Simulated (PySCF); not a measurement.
## Fractional electron number in Ni²⁺ (nickel, charge +2)

The 3d beta orbital of [Ar] 3d8 is emptied in steps (occupation f), with all orbitals relaxed, ending at [Ar] 3d7. Calculation: PySCF 2.14, in aug-cc-pVDZ (7s6p4d2f, 59 functions); no relativity, point nucleus. The exact energy is a straight line in f; departures are measured from the line between the end points of the same method.

```csv
f,BHandHLYP (eV),wB97X (eV),M06-2X (eV)
1,0.000,0.000,0.000
0.9,-0.247,-0.298,-0.238
0.7,-0.587,-0.703,-0.572
0.5,-0.710,-0.846,-0.705
0.3,-0.605,-0.716,-0.617
0.1,-0.264,-0.309,-0.277
0,0.000,0.000,0.000
```

| method | E(f=0) − E(f=1) (eV) | −ε at f=1 (eV) | −ε at f=0.5 (eV) |
| --- | --- | --- | --- |
| BHandHLYP | 35.714 | 32.994 | 35.659 |
| wB97X | 36.002 | 32.715 | 35.963 |
| M06-2X | 35.653 | 33.049 | 35.522 |

Orbital energy along the path (eV):

```tsv
f	BHandHLYP	wB97X	M06-2X
1	-32.994	-32.715	-33.049
0.9	-33.495	-33.336	-33.505
0.7	-34.547	-34.624	-34.470
0.5	-35.659	-35.963	-35.522
0.3	-36.822	-37.340	-36.689
0.1	-38.036	-38.741	-38.049
0	-38.666	-39.430	-38.798
```

Reference removal energy between the ground levels: 35.187 ± 0.019 eV (measured; NIST Atomic Spectra Database, ionization energies). The calculation has no spin-orbit coupling. The determinant left behind need not be the lowest term of the ion.
